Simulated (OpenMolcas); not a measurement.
## 3s² 3p² along the 14-electron sequence

```yaml
Program: OpenMolcas 26.06
Method: RASSCF
Basis: ANO-R3
Scalar_Hamiltonian: X2C, finite nucleus
Spin-orbit_coupling: RASSI with atomic mean-field integrals over the reference wave functions, term energies averaged over their components
```

Active space for each ion: 2 electrons in 9 orbitals (RAS2 3p; RAS3 3d 4s, at most 1 electron).

Computed levels in cm-1 above ³P₀:

```csv
Level,P+,S2+,Cl3+,Ar4+
³P₁,146,268,445,694
³P₂,424,765,1246,1903
¹D₂,11618,14263,16826,19463
¹S₀,28340,34658,40585,46468
weight of ³P in the lowest level (%),100,100,100,100
```

Measured, with the error of the calculation in %. Measured levels: P+ from NIST Handbook of Basic Atomic Spectroscopic Data; S2+ from NIST levels in Podobedova, Kelleher and Wiese, J. Phys. Chem. Ref. Data 38, 171 (2009); Cl3+ from Moore, Atomic Energy Levels, vol. I, NSRDS-NBS 35 (1971 reprint of NBS Circular 467, 1949); Ar4+ from Saloman, J. Phys. Chem. Ref. Data 39, 033101 (2010).

```
Level             P+            S2+           Cl3+           Ar4+
  ³P₁    165 (-11.3)    299 (-10.4)     491 (-9.4)     763 (-9.0)
  ³P₂     469 (-9.6)     833 (-8.2)    1341 (-7.0)    2029 (-6.2)
  ¹D₂   8882 (+30.8)  11323 (+26.0)  13766 (+22.2)  16299 (+19.4)
  ¹S₀  21576 (+31.4)  27161 (+27.6)  32550 (+24.7)  37912 (+22.6)
```

The fine-structure level ³P₂ changes by a factor of 4.49 from P+ to Ar4+. Its fourth root runs 4.54, 5.26, 5.94, 6.60, with steps per unit of Z of 0.72, 0.68, 0.66; equal steps would mean a (Z - σ)^4 law with constant σ.

¹D₂ changes by a factor of 1.68 over the same range, with steps per unit of Z of +2640, +2560, +2640 cm-1.

With the s shell closed, the reference lacks s² → p² mixing. Without dynamic correlation excited terms often stand tens of per cent too high (terms of higher spin than the ground term too low), and those without a measured partner can miss by more than the paired ones (holds for P+). Computed and measured levels are paired by configuration, term and J; levels that our copy of the source lacks, or whose pairing is in doubt (as where it misses far off the trend of its configuration), stay unpaired and out of the deviations. Levels of configurations outside the active space are missing.
